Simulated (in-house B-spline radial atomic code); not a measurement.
RPA and G0W0 for Os IX (Os8+), [Xe] 4f14, as one setting changes: the share of exact exchange in the PBE hybrid start. A dash marks a level of low quasi-particle weight. Computed with an all-electron radial atomic-structure program (B-spline basis): all electrons, scalar-relativistic (spin-free one-electron X2C), finite nucleus, each spin shell either full or empty, empty states to l = 9 with an (l + 1/2)⁻⁴ tail; G0W0 by contour deformation at full frequency.

Without the two-electron picture change, the correlation of inner shells comes somewhat too large for so heavy an element.

```json
{"share of exact exchange in the PBE hybrid start": "0", "mean-field level (eV)": "-162.39", "G0W0 level (eV)": "5p -173.20", "RPA correlation (Eh)": "-6.3211"}
{"share of exact exchange in the PBE hybrid start": "0.1", "mean-field level (eV)": "?", "G0W0 level (eV)": "?", "RPA correlation (Eh)": "?"}
{"share of exact exchange in the PBE hybrid start": "0.2", "mean-field level (eV)": "-164.62", "G0W0 level (eV)": "5p -173.15", "RPA correlation (Eh)": "-6.2376"}
{"share of exact exchange in the PBE hybrid start": "0.3", "mean-field level (eV)": "-165.73", "G0W0 level (eV)": "5p -173.12", "RPA correlation (Eh)": "-6.1972"}
{"share of exact exchange in the PBE hybrid start": "0.4", "mean-field level (eV)": "?", "G0W0 level (eV)": "?", "RPA correlation (Eh)": "?"}
{"share of exact exchange in the PBE hybrid start": "0.5", "mean-field level (eV)": "-167.96", "G0W0 level (eV)": "5p -173.06", "RPA correlation (Eh)": "-6.1192"}
{"share of exact exchange in the PBE hybrid start": "0.6", "mean-field level (eV)": "-169.07", "G0W0 level (eV)": "5p -173.03", "RPA correlation (Eh)": "-6.0814"}
{"share of exact exchange in the PBE hybrid start": "0.7", "mean-field level (eV)": "-170.18", "G0W0 level (eV)": "5p -173.00", "RPA correlation (Eh)": "-6.0444"}
{"share of exact exchange in the PBE hybrid start": "0.8", "mean-field level (eV)": "-171.30", "G0W0 level (eV)": "5p -172.96", "RPA correlation (Eh)": "-6.0081"}
{"share of exact exchange in the PBE hybrid start": "0.9", "mean-field level (eV)": "-172.41", "G0W0 level (eV)": "5p -172.93", "RPA correlation (Eh)": "-5.9725"}
{"share of exact exchange in the PBE hybrid start": "1", "mean-field level (eV)": "-173.52", "G0W0 level (eV)": "5p -172.89", "RPA correlation (Eh)": "-5.9377"}
```

Task: What belongs in the row for 0.4?

Result: mean-field level (eV): -166.84; G0W0 level (eV): 5p -173.09; RPA correlation (Eh): -6.1578.

Task: What belongs in the row for 0.1?

Result: mean-field level (eV): -163.51; G0W0 level (eV): 5p -173.17; RPA correlation (Eh): -6.2789.

Task: At what share of exact exchange does G0W0 leave the highest level unchanged?

Result: Near 0.95, where the shift changes sign (-0.519 eV at 0.9, +0.628 eV at 1).
